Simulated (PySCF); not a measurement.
Job file and geometry (Å, from GFN2-xTB) of an NMR shielding run on SMILES B(O)(O)C1=CCCC1, C5H9BO2, GIAO PBE0/pcSseg-1 NMR shielding, non-relativistic, gas phase (PySCF); density fitting, a coarse starting grid and PySCF grid level 2 are the driver's defaults:

```
$ OMP_NUM_THREADS=1 python probes_run.py task.json out

{"job": {"kind": "nmr", "xc": "PBE0", "basis": "pcSseg-1"}, "charge": 0, "multiplicity": 1}
O      2.508271     0.724828     1.187789
B      1.907624    -0.106913     0.295134
O      2.580855    -1.068011    -0.392303
C      0.373970     0.049844     0.042329
C     -0.451170     0.898098     0.652728
C     -1.866234     0.808587     0.178389
C     -1.848889    -0.343312    -0.843459
C     -0.375063    -0.772869    -0.977282
H      3.450267     0.609041     1.319622
H      3.520461    -1.142820    -0.221583
H     -0.159978     1.599721     1.415114
H     -2.545338     0.611442     1.010951
H     -2.176439     1.754392    -0.273369
H     -2.253424    -0.023497    -1.802832
H     -2.456935    -1.175253    -0.489689
H     -0.236145    -1.836869    -0.783961
H      0.021170    -0.574379    -1.974537
```

Question: Write the output of this run.

Answer: 
```
coarse grid: 14272 points
cycle   1  E = -370.6555823581  dE =  1.200e+00  |g| = 8.988e-01  |ddm| = 3.679e+00
cycle   2  E = -370.5546908886  dE =  1.009e-01  |g| = 1.185e+00  |ddm| = 1.406e+00
cycle   3  E = -370.8099225318  dE = -2.552e-01  |g| = 7.355e-02  |ddm| = 8.195e-01
cycle   4  E = -370.8107506295  dE = -8.281e-04  |g| = 4.067e-02  |ddm| = 8.912e-02
cycle   5  E = -370.8111317476  dE = -3.811e-04  |g| = 1.324e-02  |ddm| = 4.424e-02
cycle   6  E = -370.8111698717  dE = -3.812e-05  |g| = 4.490e-03  |ddm| = 1.436e-02
cycle   7  E = -370.8111747702  dE = -4.898e-06  |g| = 6.176e-04  |ddm| = 4.474e-03
final grid: 138016 points
cycle   8  E = -370.8767548514  dE = -4.439e-05  |g| = 9.922e-03  |ddm| = 3.138e-02
cycle   9  E = -370.8767391283  dE =  1.572e-05  |g| = 1.325e-02  |ddm| = 1.800e-02
cycle  10  E = -370.8767778630  dE = -3.873e-05  |g| = 7.044e-04  |ddm| = 1.006e-02
cycle  11  E = -370.8767779504  dE = -8.745e-08  |g| = 2.931e-04  |ddm| = 7.707e-04
cycle  12  E = -370.8767779668  dE = -1.640e-08  |g| = 8.920e-05  |ddm| = 2.880e-04
cycle  13  E = -370.8767779684  dE = -1.585e-09  |g| = 3.918e-05  |ddm| = 9.891e-05
cycle  14  E = -370.8767779688  dE = -3.587e-10  |g| = 6.719e-06  |ddm| = 3.653e-05
converged SCF energy = -370.8767779688

GIAO shielding tensors (ppm)
atom      isotropic    diamagn.    paramagn.     s11        s22        s33       span
  0 O      222.525     385.602    -163.077    140.234    258.693    268.648    128.414
  1 B       76.693     195.366    -118.673     66.042     72.958     91.077     25.035
  2 O      216.921     385.608    -168.687    137.664    256.260    256.840    119.176
  3 C       42.774     256.598    -213.824    -62.051     47.222    143.151    205.202
  4 C       31.968     253.796    -221.828    -84.882     46.313    134.472    219.354
  5 C      147.094     249.377    -102.283    119.267    150.880    171.135     51.868
  6 C      163.570     247.723     -84.153    134.450    176.710    179.550     45.101
  7 C      147.425     246.174     -98.749    116.996    153.230    172.049     55.053
  8 H       28.642      30.191      -1.549     23.032     24.121     38.772     15.740
  9 H       28.544      30.128      -1.583     22.948     24.189     38.496     15.548
 10 H       24.997      32.862      -7.865     23.345     23.650     27.996      4.651
 11 H       29.021      29.636      -0.616     24.445     27.450     35.168     10.723
 12 H       29.009      29.572      -0.563     24.450     27.416     35.160     10.710
 13 H       29.749      29.519       0.230     24.739     28.255     36.254     11.515
 14 H       29.800      29.781       0.019     24.448     28.445     36.507     12.059
 15 H       28.940      30.539      -1.599     23.579     29.112     34.129     10.551
 16 H       28.998      30.366      -1.368     23.744     29.014     34.237     10.494
```

Size and cost of the density-fitted run: 181 basis functions, 39 s wall time on 1 thread of an Arm Neoverse N1, shared host; peak memory 0.82 GiB.
